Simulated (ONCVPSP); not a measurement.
# phosphorus, ONCV: configuration errors across variants

```
Element                 : P
Generator               : ONCVPSP 4.0.1
Type                    : optimised norm-conserving Vanderbilt (ONCV)
Functional              : LDA (Perdew-Zunger)
Relativity              : scalar-relativistic
Frozen core             : [Ne]
Valence charge          : 5
Reference configuration : 3s1 3p4
Partial waves           : 3s: rc 1.35 bohr, ncon 4, nbas 8, qcut 3.9 1/bohr, 2 projectors, debl 1.9 Ha; 3p: rc 1.60 bohr, ncon 4, nbas 7, qcut 4.9 1/bohr, 3 projectors, debl 3.6 Ha; d scattering state at 0.19 Ha: rc 1.65 bohr, ncon 5, nbas 9, qcut 6.8 1/bohr, 2 projectors, debl 0.7 Ha
Local potential         : polynomial inside 0.95 bohr (lpopt 5, dvloc0 0 Ha)
Core correction         : Teter function, fcfact 3, rcfact 1.45
```

All-electron excitation energies from the reference (eV): (1) 3s2 3p3 -8.496; (2) 3s2 3p2 1.325; (3) 3s2 3p1 20.574; (4) 3s2 3p0 50.469.

Errors AE − PS in meV (a dash: test not solved or not reliable):

```tsv
change	(1)	(2)	(3)	(4)	bound ghosts	GHOST(+) flags above zero
base	-0.2	+0.2	+10	+49	none	s, p
core correction Teter function, fcfact 1.5, rcfact 1.45	+0.8	+0.6	+13	+72	none	s, p
core correction Teter function, fcfact 2.2, rcfact 1.45	+0.3	+0.4	+12	+61	none	s, p
core correction Teter function, fcfact 2.7, rcfact 1.45	0.0	+0.3	+11	+53	none	s, p
core correction Teter function, fcfact 3.5, rcfact 1.45	-0.4	+0.1	+9.3	+43	none	s, p
core correction Teter function, fcfact 4.3, rcfact 1.45	-0.8	0.0	+7.8	+33	none	s, p
core correction Teter function, fcfact 5.4, rcfact 1.45	-1.3	-0.1	+5.9	+21	none	s, p
core correction Teter function, fcfact 5.9, rcfact 1.45	-1.4	-0.2	+5.1	+16	none	s, p
core correction Teter function, fcfact 6.9, rcfact 1.45	-1.8	-0.3	+3.5	+6.2	none	s, p
```

**Question.** Give the same row for: core correction Teter function, fcfact 7.4, rcfact 1.45.

**Answer.** -1.9, -0.4, +2.8, +1.7; bound ghosts: none; GHOST(+) flags above zero: s, p.
